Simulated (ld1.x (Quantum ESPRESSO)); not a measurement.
Scattering properties, ultrasoft potential for Mn

ld1.x (Quantum ESPRESSO) 7.5 input, shortened:

```
&input
   title='Mn', zed=25., rel=1, dft='REVPBE', iswitch=3,
   config='[Ar] 3d5 4s0 4p0'
 /
 &inputp
   pseudotype=3, tm=.true., lloc=-1, rcloc=1.15,
   nlcc=.true., new_core_ps=.true., rcore=0.45,
   which_augfun='PSQ', rmatch_augfun_nc=.true.
 /
6
4S  1  0   0.00   0.00  0.65  0.90  0.0
4S  1  0   0.00  -0.10  0.65  0.90  0.0
3P  2  1   6.00   0.00  1.25  1.35  0.0
4P  3  1   0.00   0.00  1.25  1.35  0.0
3D  3  2   5.00   0.00  0.70  0.95  0.0
3D  3  2   0.00  -0.65  0.70  0.95  0.0
 &test
   configts(1)='3p6 3d5 4s0 4p0'
 /
```

The phase is arctan(r·u′/u) with u = r·R(r), unwrapped; energies in Ry, scanned from -7 to 5 Ry. A pole is an energy at which the radial function vanishes at the test radius. The pseudo phase is shifted by a multiple of π to meet the all-electron one at the reference energy, and phase errors are pseudo minus all-electron; the curves can meet again beyond the range given. Levels narrower than the energy grid can be missing from the lists of poles.

**Question.** For each channel, where are the poles, and over which energies does the pseudopotential scatter like the atom?

**Answer.**

```csv
channel,radius (bohr),reference energy (Ry),"poles, all-electron","poles, pseudo",unbroken range about the reference energy with phases within 0.05 rad,phase error 1 Ry above the reference energy (rad)
s,1.49,-1.42,-6.76,-6.77,the whole range,+0.000
p,1.49,-1.02,-4.21,"-6.43, -4.23",-5.8 to 2.3,-0.001
d,1.49,-1.78,-0.25,-0.25,the whole range,+0.000
```

Note: ghost state, extra bound levels that the all-electron valence spectrum of the same l lacks: s at -103.7 eV (p not tested). A true bound ghost makes a file unfit for plane-wave use. Its overlap operator is not positive definite in a basis up to 400 Ry (lowest eigenvalue p -1.65), so the file is unfit for use: the generalised eigenproblem breaks down once the basis is large enough, and its test numbers describe a broken file. The 4s radius (0.90 bohr) lies inside the outermost node of the all-electron wave (1.04 bohr), which a nodeless pseudo-wave cannot match soundly.

Phases in the s channel:

| E (Ry) | all-electron | pseudo |
| --- | --- | --- |
| -7.00 | -1.521 | -1.524 |
| -6.48 | -1.613 | -1.615 |
| -5.96 | -1.669 | -1.669 |
| -5.44 | -1.708 | -1.709 |
| -4.92 | -1.740 | -1.740 |
| -4.40 | -1.768 | -1.768 |
| -3.88 | -1.794 | -1.794 |
| -3.36 | -1.820 | -1.821 |
| -2.84 | -1.848 | -1.848 |
| -2.32 | -1.877 | -1.877 |
| -1.80 | -1.910 | -1.910 |
| -1.28 | -1.949 | -1.949 |
| -0.76 | -1.995 | -1.995 |
| -0.24 | -2.053 | -2.053 |
| 0.28 | -2.126 | -2.126 |
| 0.80 | -2.223 | -2.223 |
| 1.32 | -2.357 | -2.357 |
| 1.84 | -2.546 | -2.546 |
| 2.36 | -2.810 | -2.812 |
| 2.88 | -3.147 | -3.150 |
| 3.40 | -3.500 | -3.504 |
| 3.92 | -3.797 | -3.800 |
| 4.44 | -4.014 | -4.017 |
| 4.96 | -4.167 | -4.169 |
